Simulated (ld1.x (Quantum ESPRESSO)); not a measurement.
# Before and after: TM potential for iron

Fe (Z = 26), norm-conserving Troullier–Martins (Kleinman–Bylander form), made with ld1.x (Quantum ESPRESSO) 7.5 (LDA (PZ), scalar-relativistic). Core [Ar], reference 3d6 4s1.5 4p0 (charge +0.5). Waves: 4s (bound): rc 2.15 bohr; 4p (bound, empty): rc 3.40 bohr; 3d (bound): rc 1.25 bohr. Local part: all-electron potential smoothed inside 1.85 bohr (lloc = -2). Core correction: Bessel-smoothed model core inside 0.95 bohr.

Change: all radii but the core radius scaled by about 0.90 (s 1.94, p 3.06, d 1.12 bohr); local potential all-electron potential smoothed inside 1.66 bohr (lloc = -2).

Cutoffs: the cutoffs (Ry, on a coarse ladder) from which the occupation-weighted sum of valence levels, in a spherical-Bessel basis at the reference potential, stays within 10 and 1 mRy of its value at 400 Ry; they do not see the model core or the augmentation charge, which bear on the density cutoff. Errors are all-electron minus pseudo energies relative to the spin-unpolarised reference configuration.

Predict the effect on cutoff, ghosts and configuration errors.

The potential gets harder (140 Ry and 230 Ry → 160 Ry and 260 Ry); of the 7 tests that both files solve, the error grows in 1 and shrinks in 1 by more than 15 % and 0.3 meV (median size 33.5 → 33.4 meV); neither file shows a bound ghost. A smaller radius makes the pseudo-wave follow the all-electron one further in, where it bends more sharply, so more plane waves are needed.

```tsv
quantity	base	changed
cutoff, loose	140 Ry	160 Ry
cutoff, tight	230 Ry	260 Ry
loose cutoff by channel (10 mRy a level)	s 8 Ry, d 120 Ry	s 8 Ry, d 140 Ry
bound ghosts	none	none
tests with a reliable result	8 of 9	8 of 9
error for 3d6 4s2 4p0, meV [ΔE -3.60 eV]	-0.6	-0.4
error for 3d6 4s1 4p0, meV [ΔE 5.39 eV]	-2.3	-2.2
error for 3d6 4s0 4p0, meV [ΔE 21.88 eV]	-33	-33
error for 3d4 4s0 4p0, meV [ΔE 109.78 eV]	-1614	-1572
error for 3d5 4s2 4p1, meV [ΔE 5.27 eV]	-320	-294
error for 3d6 4s0 4p1, meV [ΔE 10.52 eV]	-1.1	-4.7
error for 3d6 4s2 4p0 (spin-polarised), meV [ΔE -6.98 eV]	+67	+54
```
